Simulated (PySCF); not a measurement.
C2H5NO2Si, SMILES [Si@@H]1(O)C=NCO1.

Geometry optimised at ωB97X-D3(BJ)/def2-SVP. The structure was generated by enumeration; whether it is a known compound was not checked. Other conformers were not sampled.

The numbers are results of B3LYP/def2-TZVP in PySCF, not measurements.

Isolated molecule, no solvent.

```json
{
  "total_energy": "-574.13103 hartree",
  "highest_occupied_level": "-7.26 eV",
  "lowest_empty_level": "-1.38 eV",
  "orbital_gap": "5.88 eV",
  "dipole_moment": "0.89 D",
  "quadrupole, principal values (traceless, Buckingham form, about the centre of nuclear charge)": "-10.80, 3.02, 7.78 D·Å",
  "mean_static_polarisability": "57.4 bohr³ (8.51 Å³)",
  "polarisability_principal_values": "47.5, 54.2, 70.5 bohr³"
}
```
